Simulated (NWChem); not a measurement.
System: C2H8BNO; SMILES CCB(N)O

```xyz
13

B      0.0121     0.5749    -0.0776
C     -0.6433    -0.8335    -0.3897
C      0.0496    -2.0112     0.2914
H     -0.5942    -0.9679    -1.4872
H     -1.7200    -0.8256    -0.1455
H     -0.0269    -1.9446     1.3889
H      1.1220    -2.0325     0.0455
H     -0.3833    -2.9793    -0.0078
O      1.3846     0.6402    -0.0905
H      1.7349     1.5166     0.0900
N     -0.7843     1.7137     0.1809
H     -0.4251     2.6440     0.3503
H     -1.7929     1.6654     0.2009
```
Atoms are numbered in this order, from 1.

Program: NWChem. Structure relaxed at the PBE0/def2-SVP level. Not confirmed as a minimum by frequencies. Level r2SCAN/def2-SVP: energy and gradient on several grids; changes count from the extra-fine grid, which is no exact limit either.

```tsv
grid	size of the energy change (μHa)	largest change of a gradient component (μHa/bohr)	time, medium = 1 (rough)
xcoarse	4000	3000	about 1
coarse	1000	200	about 1
medium	100	100	about 1
fine	< 10	< 30	about 1
xfine	< 10	< 30	4
```
